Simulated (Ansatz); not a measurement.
C₂H₆AlGaO at its PBE0-D4/def2-TZVP geometry, where that method's forces vanish. The species carries charge 0 and has multiplicity 1. The bonds changed during the relaxation, so this is another structure than the one it started from.

```xyz
11

Al   -1.5163   -0.3764    0.3751
O    -0.3516    0.1293    1.5647
C     0.9064    0.4405    1.2457
C     1.4219    0.4052    0.0048
Ga    0.2449   -0.1388   -1.4222
H    -2.9936   -0.7427    0.7431
H    -1.2658    0.7206   -0.9395
H     1.5006    0.7363    2.1112
H     2.4615    0.6828   -0.1195
H     0.2289   -0.3669   -2.9479
H    -0.6369   -1.4898   -0.6156
```

What forces (eV/Å) does r2SCAN-D4/def2-TZVPP give on these atoms in Ansatz? (Best estimate.)

Ansatz gave: 
```
Al1 -0.078 -0.034 -0.081
O2  -0.242 -0.050  0.124
C3   0.213  0.083  0.153
C4   0.058 -0.023 -0.269
Ga5 -0.036 -0.022 -0.079
H6   0.034  0.010  0.005
H7   0.047 -0.044  0.001
H8  -0.006  0.001  0.021
H9  -0.005 -0.001  0.000
H10 -0.002  0.020  0.139
H11  0.017  0.060 -0.015
```
